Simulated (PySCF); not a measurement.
A structure optimised at B3LYP-D3(BJ)/def2-SVP, used in a PySCF frequency run:

```
Nb
C 1 2.1574
H 2 1.0973 1 111.75
H 2 1.0973 3 111.56 1 125.91
H 2 1.1067 3 109.13 4 120.67
Cl 1 2.2896 2 117.68 3 62.90
Cl 1 2.2987 2 117.33 3 -117.10
Cl 1 2.3324 2 84.93 3 153.89
Cl 1 2.3324 2 84.93 3 -28.09
```

Q: Write its SMILES, formula and point group.

A: [CH3][Nb]([Cl])([Cl])([Cl])[Cl], CH₃Cl₄Nb, Cs

Q: What are its rotational constants (standard atomic weights)?

A: 1.1233, 0.93779, 0.74381 GHz
